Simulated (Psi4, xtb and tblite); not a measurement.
Relaxed torsion scan: C2H4OS, SMILES O/C=C\S. Scanned: dihedral C2–C3–S4–H8; all other coordinates were relaxed at B3LYP-D3(BJ)/def2-SVP. Points at φ and −φ are mirror images.

Atom numbering (GFN2-xTB optimised geometry, Å):
```
8

O     -1.5423     0.9477     0.0323
C     -0.9760    -0.2730     0.0477
C      0.3193    -0.5420    -0.0723
S      1.5265     0.7428    -0.3353
H     -0.8509     1.6211    -0.0497
H     -1.7045    -1.0608     0.1752
H      0.7003    -1.5457    -0.0652
H      2.5275     0.1099     0.2673
```

PBE0/def2-TZVP // B3LYP-D3(BJ)/def2-SVP (Psi4); PBE/def2-TZVP // B3LYP-D3(BJ)/def2-SVP (Psi4); HF/cc-pVTZ // B3LYP-D3(BJ)/def2-SVP (Psi4); GFN2-xTB, on its own relaxed geometries (the stored frames are those of B3LYP-D3(BJ)/def2-SVP) (xtb and tblite); PBE0-D3(BJ)/def2-TZVP // B3LYP-D3(BJ)/def2-SVP (Psi4); MP2/cc-pVTZ = DF-MP2 (frozen core)/cc-pVTZ // B3LYP-D3(BJ)/def2-SVP (Psi4).

Energies in mEh, each method relative to its own lowest point.

| φ / ° | PBE0/def2-TZVP | PBE/def2-TZVP | HF/cc-pVTZ | GFN2-xTB | PBE0-D3(BJ)/def2-TZVP | MP2/cc-pVTZ |
|---|---|---|---|---|---|---|
| -150 | 3.7 | 3.7 | 3.1 | 0.0 | 3.8 | 3.4 |
| -120 | 0.5 | 0.5 | 0.1 | 0.5 | 0.5 | 0.4 |
| -90 | 0.0 | 0.0 | 0.0 | 1.4 | 0.0 | 0.0 |
| -60 | 2.2 | 2.0 | 2.4 | 1.6 | 2.1 | 1.8 |
| -30 | 5.6 | 5.2 | 5.7 | 1.7 | 5.5 | 4.8 |
| 0 | 8.6 | 8.1 | 8.0 | 2.3 | 8.6 | 8.0 |
| 30 | 5.6 | 5.2 | 5.7 | 1.7 | 5.5 | 4.8 |
| 60 | 2.2 | 2.0 | 2.4 | 1.6 | 2.1 | 1.8 |
| 90 | 0.0 | 0.0 | 0.0 | 1.4 | 0.0 | 0.0 |
| 120 | 0.5 | 0.5 | 0.1 | 0.5 | 0.5 | 0.4 |
| 150 | 3.7 | 3.7 | 3.1 | 0.0 | 3.8 | 3.4 |
| 180 | 6.6 | 6.5 | 5.6 | 0.1 | 6.7 | 6.2 |

Root-mean-square difference from the MP2/cc-pVTZ profile, itself a level with limits, after the best constant shift (mEh): PBE0/def2-TZVP 0.3, PBE/def2-TZVP 0.1, HF/cc-pVTZ 0.5, GFN2-xTB 2.5, PBE0-D3(BJ)/def2-TZVP 0.3.
